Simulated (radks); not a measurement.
Question: Species: Cr+. Configuration: [Ar] 3d5. Calculated with a radial shooting solver on a logarithmic mesh with Libxc functionals: non-relativistic Kohn-Sham, PBE, spin-polarised, spherical densities, point nucleus; open shells are filled with parallel spins first. Some entries of the table are withheld. Estimate them.

orbital,occ.,eigenvalue (Ry),<r> (bohr)
1s down,1,-429.2247,0.06419
1s up,1,-429.2226,0.06419
2s up,1,-48.81319,0.2962
2s down,1,-48.69063,0.2957
2p up,3,(1),0.2612
2p down,3,(2),0.2606
3s up,1,-5.92299,(3)
3s down,1,-5.59149,(4)
3p up,3,(5),0.9715
3p down,3,(6),0.9755
3d up,5,-0.80777,1.375
3d down,0,-0.51020,1.498

Answer: 
(1) 2p up eigenvalue (Ry): -41.53598
(2) 2p down eigenvalue (Ry): -41.44406
(3) 3s up <r> (bohr): 0.9120
(4) 3s down <r> (bohr): 0.9135
(5) 3p up eigenvalue (Ry): -3.91166
(6) 3p down eigenvalue (Ry): -3.58330
